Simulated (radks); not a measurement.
The numbers below are computed, except where a source is named.
Q: Ionisation of Cs, [Xe] 6s1, to Cs+, [Xe], under several functionals. Scalar-relativistic Kohn-Sham, spin-polarised, spherical densities, point nucleus; open shells are filled with parallel spins first (spin-orbit coupling, left out, can overturn this in heavy ions); a radial shooting solver on a logarithmic mesh with Libxc functionals. The NIST Atomic Spectra Database gives 3.894 eV (measured). Rank these functionals by the error of their Delta-SCF ionisation energy: BP86; Wu-Cohen GGA; exchange-only PBE; HCTH/407; LDA (Slater exchange, Perdew-Wang correlation); PW91.

A: From best to worst: Wu-Cohen GGA 3.914 eV (+0.020); HCTH/407 3.852 eV (-0.042); exchange-only PBE 3.782 eV (-0.112); PW91 4.009 eV (+0.115); BP86 4.050 eV (+0.156); LDA (Slater exchange, Perdew-Wang correlation) 4.109 eV (+0.216).
